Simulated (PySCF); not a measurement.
# Distorted geometries of Gd(OH)3(NH3)

Gd(OH)3(NH3) (singlet in the valence; each metal's 4f electrons, 7 of them, lie in its core potential, out of spins and levels). PySCF 2.14.0, RKS TPSS, Gd lcecp-1-SVP with ECP53, O def2-SVP, H def2-SVP, N def2-SVP; non-relativistic Hamiltonian with scalar-relativistic core potentials where named; density fitting; no spin-orbit coupling. Relaxed geometry:

```xyz
11

Gd    0.1640   -0.2089    0.2570
O     1.2104    1.3304    1.2274
H     1.7319    1.9671    1.7319
O    -1.4349   -1.1257    1.2643
H    -2.0943   -1.6002    1.7866
O     1.1426   -1.2767   -1.2626
H     1.6561   -1.8045   -1.8869
N    -1.2605    1.2827   -1.2620
H    -1.8726    1.9086   -0.7234
H    -0.6942    1.8836   -1.8742
H    -1.8738    0.7336   -1.8775
```

Order these distorted geometries by energy above the relaxed one, lowest first.
A.
```xyz
11

Gd    0.1845   -0.2103    0.2789
O     1.2274    1.2929    1.1727
H     1.7519    1.9992    1.7106
O    -1.4060   -1.0791    1.3033
H    -2.0771   -1.6217    1.7120
O     1.1030   -1.2672   -1.2396
H     1.6454   -1.8425   -1.8626
N    -1.2227    1.2925   -1.2311
H    -1.8693    1.8788   -0.6997
H    -0.7494    1.8930   -1.8625
H    -1.9129    0.7544   -1.9013
```
B.
```xyz
11

Gd    0.2869   -0.2889    0.0299
O     1.3019    1.3432    1.2540
H     1.6915    1.8465    1.6452
O    -1.2601   -1.0312    1.0613
H    -2.0543   -1.7990    1.9601
O     1.4472   -1.3169   -1.1815
H     1.4359   -1.6585   -1.5693
N    -1.5514    1.3510   -1.1843
H    -1.9810    1.8956   -0.8209
H    -0.9798    1.8956   -2.1979
H    -1.6622    0.8525   -1.6159
```
C.
```xyz
11

Gd    0.0619   -0.0980    0.2349
O     1.2174    1.2508    1.1095
H     1.7070    1.9715    1.9326
O    -1.6289   -0.9795    0.9339
H    -2.0732   -1.5459    1.5921
O     1.3034   -1.5279   -0.9845
H     1.7408   -1.8032   -1.6695
N    -1.1071    1.3759   -1.1965
H    -1.8826    1.7643   -0.6981
H    -0.7123    2.0101   -1.9339
H    -1.9517    0.6719   -1.9397
```

A (0.35 eV), C (3.10 eV), B (34.44 eV).

Which forces (eV/Å) act in the one that lies 3.10 eV up?


```
Gd   2.01 -3.25 -2.37
O    3.51  5.28  5.30
H   -2.18 -3.33 -3.85
O   -1.46 -0.87  1.31
H   -0.11  0.21 -0.36
O   -5.32  3.87  7.24
H    4.30 -2.74 -6.46
N   -3.02 -2.74 -4.90
H   -0.60  1.52  0.79
H   -0.54 -0.09  0.88
H    3.42  2.14  2.43
```
Forces carry noise of the integration grid, about 0.01 to 0.03 eV/Å.

No frequency check is given that shows the relaxed geometry to be a minimum. An lcecp potential fixes the number of 4f electrons, so in runs with it no electron can move into or out of that shell.
